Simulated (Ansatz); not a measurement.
Reaction (ligand exchange at the Al–O bond): `[CH3][Al]([OH])[F]` + `N[SiH3]` → `[CH3][Al]([F])[NH][SiH3]` + H₂O

Computed with Ansatz on PBE0-D4/def2-TZVP structures; ΔE is electronic, products minus reactants. CCSD(T)/CBS adds triple-zeta CCSD(T) − MP2 to the extrapolated MP2 energy (def2 sets, frozen cores). This one scheme is used for every species. DFT in def2-TZVPP. B3LYP here is the variant with VWN-RPA as its local correlation; programs differ in this. Each species was taken in one conformer, which may not be the lowest.

| level | ΔE (kJ/mol) |
| --- | --- |
| PBE0-D4 | 32.4 |
| B2PLYP | 40.6 |
| PBE | 38.2 |
| r2SCAN | 38.2 |
| B3LYP | 44.0 |
| HF/def2-QZVPP | 43.5 |
| MP2/def2-QZVPP | 32.9 |
| HF/CBS(def2) | 43.5 |

What does CCSD(T)/CBS give? (Estimate.)

The calculation gave: +31.4 kJ/mol. The listed levels differ from it by 1.0, 9.2, 6.8, 6.8, 12.6, 12.1, 1.5, 12.1 kJ/mol.

Largest T1 diagnostic among the species: 0.012.

The D4 term adds −7.4 kJ/mol with B3LYP and −4.4 kJ/mol with PBE0; it sums over pairs of atoms, weighted by their polarisabilities, and B3LYP, whose exchange is more repulsive, gets the larger term. In def2-TZVPP, CCSD(T) changes the Hartree–Fock value by −11.0 kJ/mol (the triples alone add −1.9 kJ/mol) and MP2 by −10.0 kJ/mol.
